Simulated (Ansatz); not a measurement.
Compare A (`C[SiH]1SS1`) with its isomer B (`CS[Si]S`).

Calculated with Ansatz (gas phase, PBE0-D4/def2-TZVP geometries, no zero-point term in ΔE). CCSD(T)/CBS is the MP2 limit (def2-TZVPP, def2-QZVPP) plus CCSD(T) − MP2 in def2-TZVPP, frozen cores. This one scheme is used for every species. DFT in def2-TZVPP. B3LYP here is the variant with VWN-RPA as its local correlation; programs differ in this. One conformer a species, not always the lowest.

A:

```xyz
8

C     0.2241   -0.3082   -1.0699
Si   -0.4493    0.1328    0.5956
S     0.4129    1.7098    1.6810
S     0.6555   -0.3304    2.3199
H    -0.0208   -1.3447   -1.3160
H    -0.2125    0.3351   -1.8381
H     1.3079   -0.1865   -1.0761
H    -1.9179   -0.0079    0.7036
```

B:

Z-matrix (Å, degrees):
```
C
S 1 1.815
H 1 1.089 2 109.0
H 1 1.089 2 109.0 3 119.5
H 1 1.091 2 110.6 3 -120.3
Si 2 2.120 1 101.3 3 120.2
S 6 2.149 2 98.5 1 180.0
H 7 1.346 6 100.5 2 0.0
```

(1) Which isomer does CCSD(T)/CBS put lower? Give the gap. (An estimate is asked.)

(2) Give E(B) − E(A) in kcal/mol with PBE-D4, ωB97M-V, CCSD/def2-TZVPP, MP2/def2-TZVPP, B3LYP, PBE0-D4, B2PLYP. (Estimate.)

Largest T1 diagnostic: 0.015.

Results:

(1) The calculation gave: A, by 11.9 kcal/mol.

(2) Ansatz gave: PBE-D4 9.3, ωB97M-V 10.1, CCSD/def2-TZVPP 10.3, MP2/def2-TZVPP 13.8, B3LYP 8.5, PBE0-D4 11.6, B2PLYP 10.4. None reverses the order clearly.

From PBE to PBE0 (25 % exact exchange), in def2-TZVPP and without D4, E(B) − E(A) moves by +2.3 kcal/mol.
